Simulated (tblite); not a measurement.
C₈H₁₄F (charge +1).
Geometry (GFN2-xTB, Å), atoms numbered from 1 in this order:
```xyz
23
C8H14F angstrom
F      2.2527    1.6462    0.8266
C      2.5772    0.3295    0.9511
C      2.0058   -0.4652   -0.2536
C      0.5368   -0.3096   -0.3121
C      0.0052    0.8706   -0.9470
C     -1.5096    1.0303   -0.9865
C     -2.1496    0.4198    0.2532
C     -1.8071   -1.0632    0.3159
C     -0.2955   -1.2753    0.3835
H      3.6674    0.2564    0.9540
H      2.1649   -0.0188    1.9027
H      2.4792   -0.0625   -1.1511
H      2.3061   -1.5036   -0.1140
H      0.4591    1.7105   -0.3815
H      0.4534    1.0186   -1.9380
H     -1.9048    0.5369   -1.8761
H     -1.7594    2.0877   -1.0666
H     -3.2296    0.5477    0.2141
H     -1.7851    0.9264    1.1485
H     -2.2061   -1.5596   -0.5702
H     -2.2748   -1.5277    1.1831
H     -0.0324   -2.2854    0.0417
H      0.0415   -1.2828    1.4325
```

Structure optimised with GFN2-xTB, isolated species.

Take the most abundant isotopes and a rigid rotor. The values belong to one conformer with, in the numbering `[F:1][CH2:2][CH2:3][C+:4]1[CH2:5][CH2:6][CH2:7][CH2:8][CH2:9]1`, F1–C2–C3–C4 -59°, C2–C3–C4–C5 83°, C3–C4–C5–C6 -179°, C4–C5–C6–C7 33°, C5–C6–C7–C8 -60°, C6–C7–C8–C9 60°.

Question: What are A, B and C (MHz)?

Answer: Ia = 182.46, Ib = 480.03, Ic = 551.52 u·Å²; 505379 MHz·u·Å²/I gives A = 2770, B = 1053, C = 916.3 MHz.

Question: Classify the top.

Answer: An asymmetric top: κ = (2 × 1053 − 2770 − 916.3)/(2770 − 916.3) = -0.85.

Question: What does the inertial defect say?

Answer: Not planar: Δ = Ic − Ia − Ib = -110.98 u·Å². For a rigid frame Δ = −2 Σ m c², so Σ m c² = 55.49 u·Å² lies off the ab plane: 16.92 from hydrogen and 38.57 from heavier atoms. The atom farthest from that plane is 1.74 Å away.

Question: Give the other two planar moments, Paa and Pbb, and the rms extents of the mass along the axes.

Answer: Paa = Σ m a² = (Ib + Ic − Ia)/2 = 424.55 and Pbb = Σ m b² = (Ia + Ic − Ib)/2 = 126.97 u·Å². With the mass M = 129.11 u, the rms extents √(P/M) along a, b and c are 1.81, 0.99, 0.66 Å.

Question: Estimate the classical rotational partition function at 10 K, 25 K and 100 K.

Answer: Point group C1, symmetry number σ = 1; q = (√π/σ)·√((kT/h)³/(ABC)), k/h = 20836.6 MHz/K: 3260 at 10 K, 12900 at 25 K, 103000 at 100 K.

Its GFN2-xTB frequencies are all real (lowest 41 cm⁻¹). Zero-point vibration and centrifugal distortion are left out.

These are computed values.
